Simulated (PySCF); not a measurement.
## Electron correlation in Xe²⁺ (xenon, charge +2)

[Kr] 4d10 5s2 5p4, high-spin 3P determinant. Computed with PySCF 2.14 in x2c-QZVPPall, with the spin-free X2C one-electron Hamiltonian (Gaussian nucleus). Frozen: [Kr] 4d10; 6 electrons correlated.

```
  level  correlation energy (mhartree)
   CCSD                        -118.47
    (T)                          -3.38
CCSD(T)                        -121.85
```

Diagnostics: T1 = 0.0070, D1 = 0.0204, largest double amplitude 0.040.

Cost of the coupled-cluster step: of the order of 25 core-seconds, for 6 correlated electrons.

Iterations:

```
CC2 = 0
CCSD nocc = (np.int64(4), np.int64(2)), nmo = (89, 89)
frozen orbitals [[0, 1, 2, 3, 4, 5, 6, 7, 8, 9, 10, 11, 12, 13, 14, 15, 16, 17, 18, 19, 20, 21, 22], [0, 1, 2, 3, 4, 5, 6, 7, 8, 9, 10, 11, 12, 13, 14, 15, 16, 17, 18, 19, 20, 21, 22]]
max_cycle = 100
direct = 0
conv_tol = 1e-08
conv_tol_normt = 1e-06
diis_space = 8
diis_start_cycle = 0
Init t2, MP2 energy = -0.101449437690829
Init E_corr(UCCSD) = -0.101449437692053
cycle = 1  E_corr(UCCSD) = -0.114350890423887  dE = -0.0129014527  norm(t1,t2) = 0.0370487
cycle = 2  E_corr(UCCSD) = -0.117207125270172  dE = -0.00285623485  norm(t1,t2) = 0.0121459
cycle = 3  E_corr(UCCSD) = -0.118508360471491  dE = -0.0013012352  norm(t1,t2) = 0.00484762
cycle = 4  E_corr(UCCSD) = -0.118469293420011  dE = 3.90670515e-05  norm(t1,t2) = 0.000593404
cycle = 5  E_corr(UCCSD) = -0.118469746550842  dE = -4.53130832e-07  norm(t1,t2) = 8.52255e-05
cycle = 6  E_corr(UCCSD) = -0.118470488297324  dE = -7.41746481e-07  norm(t1,t2) = 1.94993e-05
cycle = 7  E_corr(UCCSD) = -0.118470468243605  dE = 2.00537189e-08  norm(t1,t2) = 4.62912e-06
cycle = 8  E_corr(UCCSD) = -0.118470475965558  dE = -7.72195265e-09  norm(t1,t2) = 8.33262e-07
UCCSD converged
E(UCCSD) = -7442.523344226945  E_corr = -0.1184704759655577
UCCSD(T) correction = -0.00337648066362703
```
